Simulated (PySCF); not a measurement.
Some computed properties have been withheld. Give your best values.

Species: C₃H₁₃ClSi₄.
Structure used (GFN2-xTB), in Å, numbered top down from 1:
```xyz
21
C3H13ClSi4 angstrom
Si    -0.237    2.846    0.638
Si    -0.405    0.866   -0.568
Si     1.570    0.065   -1.537
Si     2.828   -1.283   -0.133
Cl     2.797   -0.414    1.717
C     -1.023   -0.524    0.561
C     -2.493   -0.770    0.729
C     -1.662   -1.744   -0.037
H     -1.351    3.102    1.555
H     -0.167    3.999   -0.265
H      0.988    2.868    1.439
H     -1.451    0.982   -1.612
H      2.389    1.211   -1.969
H      1.377   -0.693   -2.785
H      4.250   -1.463   -0.429
H      2.291   -2.629    0.075
H     -0.422   -0.707    1.446
H     -3.180   -0.145    0.177
H     -2.864   -1.059    1.702
H     -1.458   -2.708    0.405
H     -1.786   -1.781   -1.110
```

```json
{"property": "point group of the GFN2-xTB geometry", "level": "GFN2-xTB", "value": "?"}
{"property": "rotational constants A, B, C of the GFN2-xTB geometry", "level": "GFN2-xTB", "value": "?"}
{"property": "dipole moment", "level": "PBE0/pcSseg-1", "value": "?"}
{"property": "HOMO energy", "level": "PBE0/pcSseg-1", "value": "-7.87 eV"}
{"property": "LUMO energy", "level": "PBE0/pcSseg-1", "value": "?"}
{"property": "13C chemical shifts (computed TMS as zero) by class", "level": "GIAO PBE0/pcSseg-1", "value": "8.0 (C7), 7.1 (C8), -4.8 (C6) ppm"}
{"property": "1H chemical shifts (computed TMS as zero) by class", "level": "GIAO PBE0/pcSseg-1", "value": "5.56 (H15), 5.48 (H16), 3.63 (H9/H10/H11), 3.54 (H13), 3.51 (H14), 3.44 (H12), 0.85 (H19), 0.83 (H20), 0.27 (H18), 0.19 (H21), 0.04 (H17) ppm"}
{"property": "isotropic shieldings of nuclei other than C and H, by class", "level": "GIAO PBE0/pcSseg-1", "value": "375 (Si4), 408 (Si2), 462 (Si1), 471 (Si3), 1045 (Cl5) ppm"}
```

The electronic properties come from PySCF, for the isolated species, density fitting. NMR classes are plain means over equivalent atoms (diastereotopic ones count apart unless rotation or inversion swaps them), as if these changed places fast; in this geometry the members of some classes differ.

**Question.** What is the point group of the GFN2-xTB geometry?

**Answer.** C1.

**Question.** Give the rotational constants A, B, C of the GFN2-xTB geometry.

**Answer.** 0.879, 0.548, 0.477 GHz.

**Question.** The LUMO energy?

**Answer.** -0.98 eV.

**Question.** The dipole moment?

**Answer.** 1.75 D.

The dipole equals about 5.8 × 10⁻³⁰ C·m (1 D = 3.33564 × 10⁻³⁰ C·m). With B = h/(8π²I), that is 505.379 GHz u Å² over I, the principal moments of inertia are 574.6, 921.7 and 1060.3 u Å² (most abundant isotopes); the inertial defect Ic − Ia − Ib is -436.0 u Å² (zero for a rigid planar frame, negative otherwise). The rotational constants make it an asymmetric top with κ = (2B − A − C)/(A − C) = -0.64, nearer the prolate limit (−1).

For the NMR shielding job (PBE0/pcSseg-1), time: 39 s; peak memory 1.1 GiB. Hardware: an Intel Xeon 6975P-C with one thread, shared host.

One conformer stands for the species.
